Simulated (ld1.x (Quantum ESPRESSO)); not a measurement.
Configuration tests for As (TM)

ld1.x (Quantum ESPRESSO) 7.5 input, shortened:

```
&input
   title='As', zed=33., rel=1, dft='PBE', iswitch=3,
   config='[Ar] 3d10 4s2 4p3'
 /
 &inputp
   pseudotype=2, tm=.true., lloc=-1, rcloc=0.75,
   nlcc=.true., rcore=0.55
 /
3
4S  1  0   2.00   0.00  1.20  1.20  0.0
4P  2  1   3.00   0.00  1.65  1.65  0.0
3D  3  2  10.00   0.00  0.55  0.55  0.0
 &test
   configts(1)='3d10 4s2 4p3'
 /
```

Energies are relative to the spin-unpolarised reference configuration 3d10 4s2 4p3; without spin polarisation the order of configurations can differ from experiment. The frozen-core shift is the all-electron ΔE with the core orbitals held at their reference shape minus the fully relaxed ΔE.

Problem. Give the all-electron excitation energy and the error of the potential for: 3d10 4s2 4p2; 3d10 4s2 4p1; 3d10 4s2 4p0; 3d10 4s0 4p5; 3d10 4s1 4p0; 3d10 4s1 4p3; 3d10 4s1 4p4.

Solution.

```tsv
valence configuration	charge	ΔE all-electron (eV)	error AE − PS (meV)	frozen-core shift (meV)
3d10 4s2 4p2	+1	9.149	-2.0	+0.9
3d10 4s2 4p1	+2	27.067	-6.0	+3.4
3d10 4s2 4p0	+3	54.770	-6.7	+9.0
3d10 4s0 4p5	0	19.056	-16	+2.2
3d10 4s1 4p0	+4	105.417	-13	+26
3d10 4s1 4p3	+1	19.256	-6.4	+1.9
3d10 4s1 4p4	0	9.417	-3.7	+0.8
```

Levels in the configuration 3d10 4s1 4p4:

```tsv
level	all-electron (eV)	pseudo (eV)
3d	-42.297	-42.415
4s	-15.370	-15.378
4p	-5.838	-5.838
```

A Bessel basis up to 400 Ry misses an occupied level by 0.07 Ry, so cutoffs were not judged. Note: ghost states, extra bound levels that the all-electron valence spectrum of the same l lacks: s at -228.1 eV, p at -44.8 eV (other channels not judged).
